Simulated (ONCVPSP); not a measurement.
## Configuration tests for nickel (Ni) (ONCV)

Ni, optimised norm-conserving Vanderbilt (ONCV), made with ONCVPSP 4.0.1 (PBE, scalar-relativistic). Core [Ne], reference 3s2 3p6 3d7 (charge +3). Waves: 3s: rc 1.00 bohr, ncon 4, nbas 8, qcut 13.5 1/bohr, 2 projectors, debl 0.8 Ha; 3p: rc 0.75 bohr, ncon 4, nbas 8, qcut 11.2 1/bohr, 3 projectors, debl 1.3 Ha; 3d: rc 1.05 bohr, ncon 4, nbas 9, qcut 15.1 1/bohr, 1 projector. Local part: polynomial inside 0.55 bohr (lpopt 5, dvloc0 -1 Ha). Core correction: Teter function, fcfact 4.5, rcfact 1.65.

In the s channel the program set the typed energies aside and used -5.534, 0.250 Ha. In the p channel the program set the typed energies aside and used -4.068, 0.250, 1.550 Ha.

Energies are relative to the spin-unpolarised reference configuration 3s2 3p6 3d7; without spin polarisation the order of configurations can differ from experiment.

```
valence configuration  charge  ΔE all-electron (eV)  error AE − PS (meV)
      3s2 3p6 3d8 4s1      +1               -54.817                 +0.7
  3s2 3p6 3d8 4s1 4p1       0               -59.544                 +0.5
```

(1) What are ΔE and the potential's error for 3s2 3p6 3d8?

(2) What are ΔE and the potential's error for 3s2 3p6 3d8 4s2?

Note: ghosts flagged at negative energy: p at -5467.3 eV; GHOST(+) flagged for s at 453.7 eV. A true bound ghost makes a file unfit for plane-wave use.

Answers

(1) ΔE = -37.467 eV all-electron; the error (AE − PS) is +3.5 meV.

(2) ΔE = -64.140 eV all-electron; the error (AE − PS) is 0.0 meV.
